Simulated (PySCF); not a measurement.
Cartesian coordinates in Å; atom numbers follow the order of the lines, from 1:
```xyz
18

C    -2.818    0.104    0.213
C    -1.704   -0.747   -0.400
C    -0.638    0.119   -0.974
C     0.660    0.122   -0.637
C     1.676    1.008   -1.202
C     2.853    0.731   -0.615
C     2.657   -0.341    0.346
C     1.362   -0.707    0.338
H    -2.424    0.707    1.028
H    -3.246    0.770   -0.532
H    -3.609   -0.532    0.603
H    -1.292   -1.417    0.355
H    -2.129   -1.358   -1.203
H    -0.977    0.824   -1.726
H     1.473    1.746   -1.955
H     3.800    1.204   -0.802
H     3.442   -0.754    0.953
H     0.904   -1.473    0.934
```

- GFN2-xTB structure
- shielding tensors at PBE0/pcSseg-1 (GIAO)
- code: PySCF 2.14.0 with density-fitted response routines
- in vacuum, a single conformation, one averaged value for each set of equivalent atoms, relativity neglected

Referencing at the same level of theory: 13C vs TMS.

Task: Do the 13C shifts follow the atomic charges (in e)? Tabulate both.

Result: 
```tsv
atoms	hybridisation	δ (ppm)	σ para (ppm)	Hirshfeld	IAO	Mulliken	ESP-fitted
C3	sp2	156.3	-226	+0.00	-0.08	-0.05	-0.44
C4	sp2	151.2	-220	-0.02	-0.01	-0.21	+0.37
C7	sp2	139.8	-208	-0.06	-0.16	-0.08	-0.12
C6	sp2	137.5	-206	-0.06	-0.17	-0.08	-0.06
C5	sp2	131.7	-194	-0.07	-0.19	-0.04	-0.43
C8	sp2	123.4	-186	-0.08	-0.20	-0.07	-0.42
C2	sp3	30.2	-91	-0.06	-0.26	-0.19	+0.34
C1	sp3	16.5	-76	-0.11	-0.41	-0.29	-0.24
```

Correlation coefficients of δ with charge over these carbons: Hirshfeld +0.66, IAO +0.87, Mulliken +0.73, ESP-fitted -0.22; with the paramagnetic shielding -1.00. Among the 6 sp2 carbons alone: Hirshfeld +0.95, IAO +0.86, Mulliken -0.42, ESP-fitted +0.40. With so few points, grouped by hybridisation, these coefficients are fragile. Charge is one influence among several: hybridisation and low-lying excitations act through the paramagnetic term.

Shifts are as computed. Against solution values, carbons near 30 ppm lie about +3 ppm off and those near 130 ppm about +5 ppm. Of 1211 compounds with measured shifts, 218 miss one by over three times the rms of a fit or turn the order of signals round; such compounds aren't used in these exercises.
